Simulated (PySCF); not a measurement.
C2H8SSi (SMILES C[SiH](C)S), singlet, geometry from GFN2-xTB; HF/cc-pVDZ, polarisability in PySCF.

Input for PySCF:
```python
from pyscf import gto, scf
from pyscf.prop import polarizability

mol = gto.M(
    atom='''
Si   -0.022695   -0.565076    0.196186
C    -1.454908   -0.938382   -0.994426
C     1.647757   -0.935963   -0.628547
S    -0.090334    1.529662    0.755923
H    -0.174107   -1.233329    1.484584
H    -1.352631   -0.393098   -1.929814
H    -2.411170   -0.663385   -0.558557
H    -1.492017   -1.996515   -1.233949
H     2.475975   -0.659574    0.017755
H     1.765031   -0.390667   -1.562167
H     1.741192   -1.993994   -0.852676
H     0.053703    2.013102   -0.468713
''',
    basis='cc-pvdz',
    charge=0,
    spin=0,
    verbose=4,
)

mf = scf.RHF(mol)
mf.kernel()
alpha = mf.Polarizability().polarizability()[2, 2]
print('alpha_zz =', alpha)
```

What the program printed (banner, timings and long lists left out):

```
site-packages/pyscf/prop/efg/rhf.py:45: UserWarning: Module EFG is under testing
  warnings.warn('Module EFG is under testing')
site-packages/pyscf/prop/efg/dhf.py:30: UserWarning: Module EFG is under testing
  warnings.warn('Module EFG is under testing')
site-packages/pyscf/prop/zfs/uhf.py:40: UserWarning: Module ZFS is under testing
  warnings.warn('Module ZFS is under testing')
site-packages/pyscf/prop/gtensor/uhf.py:43: UserWarning: Module g-tensor is under testing
  warnings.warn('Module g-tensor is under testing')
site-packages/pyscf/prop/gtensor/uks.py:41: UserWarning: Module g-tensor is under testing
  warnings.warn('Module g-tensor is under testing')
site-packages/pyscf/prop/hfc/uks.py:35: UserWarning: Module HFC is under testing
  warnings.warn('Module HFC is under testing')
site-packages/pyscf/prop/magnetizability/rhf.py:39: UserWarning: Module magnetizability is under testing
  warnings.warn('Module magnetizability is under testing')
site-packages/pyscf/prop/magnetizability/uhf.py:37: UserWarning: Module magnetizability is under testing
  warnings.warn('Module magnetizability is under testing')
site-packages/pyscf/prop/magnetizability/rks.py:37: UserWarning: Module magnetizability is under testing
  warnings.warn('Module magnetizability is under testing')
site-packages/pyscf/prop/magnetizability/uks.py:39: UserWarning: Module magnetizability is under testing
  warnings.warn('Module magnetizability is under testing')
site-packages/pyscf/prop/polarizability/uhf.py:34: UserWarning: Module polarizability is under testing
  warnings.warn('Module polarizability is under testing')
site-packages/pyscf/prop/polarizability/rks.py:29: UserWarning: Module polarizability is under testing
  warnings.warn('Module polarizability is under testing')
site-packages/pyscf/prop/polarizability/uks.py:29: UserWarning: Module polarizability is under testing
  warnings.warn('Module polarizability is under testing')
PySCF version 2.14.0

[INPUT] verbose = 4
[INPUT] num. atoms = 12
[INPUT] num. electrons = 50
[INPUT] charge = 0
[INPUT] spin (= nelec alpha-beta = 2S) = 0
[INPUT] symmetry False subgroup None
[INPUT] Mole.unit = angstrom
[INPUT] Symbol           X                Y                Z      unit          X                Y                Z       unit  Magmom
[INPUT]  1 Si    -0.022695000000  -0.565076000000   0.196186000000 AA   -0.042887334397  -1.067838879565   0.370737809474 Bohr   0.0
[INPUT]  2 C     -1.454908000000  -0.938382000000  -0.994426000000 AA   -2.749377656439  -1.773284980222  -1.879192791147 Bohr   0.0
[INPUT]  3 C      1.647757000000  -0.935963000000  -0.628547000000 AA    3.113809449835  -1.768713732726  -1.187781686417 Bohr   0.0
[INPUT]  4 S     -0.090334000000   1.529662000000   0.755923000000 AA   -0.170706519736   2.890642243154   1.428487441260 Bohr   0.0
[INPUT]  5 H     -0.174107000000  -1.233329000000   1.484584000000 AA   -0.329014546370  -2.330654031484   2.805457168911 Bohr   0.0
[INPUT]  6 H     -1.352631000000  -0.393098000000  -1.929814000000 AA   -2.556102137597  -0.742847560114  -3.646819931351 Bohr   0.0
[INPUT]  7 H     -2.411170000000  -0.663385000000  -0.558557000000 AA   -4.556450939768  -1.253615965145  -1.055519754959 Bohr   0.0
[INPUT]  8 H     -1.492017000000  -1.996515000000  -1.233949000000 AA   -2.819503503195  -3.772866553586  -2.331825661681 Bohr   0.0
[INPUT]  9 H      2.475975000000  -0.659574000000   0.017755000000 AA    4.678914641270  -1.246414218884   0.033552087342 Bohr   0.0
[INPUT] 10 H      1.765031000000  -0.390667000000  -1.562167000000 AA    3.335425191367  -0.738253635905  -2.952067790833 Bohr   0.0
[INPUT] 11 H      1.741192000000  -1.993994000000  -0.852676000000 AA    3.290376010284  -3.768102554026  -1.611324112990 Bohr   0.0
[INPUT] 12 H      0.053703000000   2.013102000000  -0.468713000000 AA    0.101483962068   3.804211440814  -0.885739201023 Bohr   0.0

nuclear repulsion = 218.797235466718
number of shells = 44
number of NR pGTOs = 190
number of NR cGTOs = 104
basis = cc-pvdz
ecp = {}

******** <class 'pyscf.scf.hf.RHF'> ********
method = RHF
initial guess = minao
damping factor = 0
level_shift factor = 0
DIIS = <class 'pyscf.scf.diis.CDIIS'>
diis_start_cycle = 1
diis_space = 8
diis_damp = 0
SCF conv_tol = 1e-09
SCF conv_tol_grad = None
SCF max_cycles = 50
direct_scf = True
direct_scf_tol = 1e-13
Set gradient conv threshold to 3.16228e-05
Initial guess from minao.
init E= -767.100913408049
  HOMO = -0.292436247947659  LUMO = 0.0990902263790909  gap/eV = 10.65398
cycle= 1 E= -766.862641942884  delta_E= 0.238  |g|= 0.33  |ddm|= 2.66
  HOMO = -0.344965566437818  LUMO = 0.149261526507794  gap/eV = 13.44860
cycle= 2 E= -766.905653599792  delta_E= -0.043  |g|=  0.1  |ddm|= 0.43
  HOMO = -0.362510522576331  LUMO = 0.159850598461226  gap/eV = 14.21417
cycle= 3 E= -766.90962204698  delta_E= -0.00397  |g|= 0.0346  |ddm|= 0.136
  HOMO = -0.359516667163375  LUMO = 0.160371426927752  gap/eV = 14.14688
cycle= 4 E= -766.910161901371  delta_E= -0.00054  |g|= 0.00565  |ddm|= 0.048
  HOMO = -0.359410386413066  LUMO = 0.160402173638616  gap/eV = 14.14482
cycle= 5 E= -766.910181604048  delta_E= -1.97e-05  |g|= 0.00185  |ddm|= 0.01
  HOMO = -0.359750704919546  LUMO = 0.160343701335053  gap/eV = 14.15249
cycle= 6 E= -766.910183683132  delta_E= -2.08e-06  |g|= 0.000458  |ddm|= 0.0037
  HOMO = -0.35978469482765  LUMO = 0.160353465640768  gap/eV = 14.15368
cycle= 7 E= -766.91018384368  delta_E= -1.61e-07  |g|= 0.000112  |ddm|= 0.00112
  HOMO = -0.359795122311113  LUMO = 0.160351977608922  gap/eV = 14.15392
cycle= 8 E= -766.91018385388  delta_E= -1.02e-08  |g|= 2.77e-05  |ddm|= 0.000297
  HOMO = -0.359799671208521  LUMO = 0.160352405848001  gap/eV = 14.15406
cycle= 9 E= -766.910183854474  delta_E= -5.93e-10  |g|= 8.82e-06  |ddm|= 6.57e-05
  HOMO = -0.359799065044521  LUMO = 0.160352094966594  gap/eV = 14.15403
Extra cycle  E= -766.91018385453  delta_E= -5.59e-11  |g|= 3.69e-06  |ddm|= 1.71e-05
converged SCF energy = -766.91018385453
Isotropic polarizability 58.6719141775
Polarizability anisotropy 9.12152529056
alpha_zz = 56.06152730489508
```
